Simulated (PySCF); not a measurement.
**Correlation energy of Cr²⁺ (chromium, charge +2)**

[Ar] 3d4, high-spin 5D determinant. All numbers are calculated (PySCF 2.14, the non-relativistic Hamiltonian (point nucleus), in aug-cc-pwCVTZ (10s9p7d4f3g, 127 functions)). Frozen: [Ne]; 12 electrons correlated.

MP2 pair energies summed by pair of shells (mhartree):

| pair | energy | share (%) |
| --- | --- | --- |
| 3p-3d | -171.87 | 40.9 |
| 3p-3p | -117.32 | 27.9 |
| 3s-3p | -47.49 | 11.3 |
| 3d-3d | -44.73 | 10.6 |
| 3s-3d | -32.26 | 7.7 |
| 3s-3s | -7.06 | 1.7 |

Total MP2 correlation energy: -420.73 mhartree.

Same-spin part -136.09 and opposite-spin part -284.65 mhartree; SCS-MP2 scales them by 1/3 and 6/5 to -386.94 mhartree.
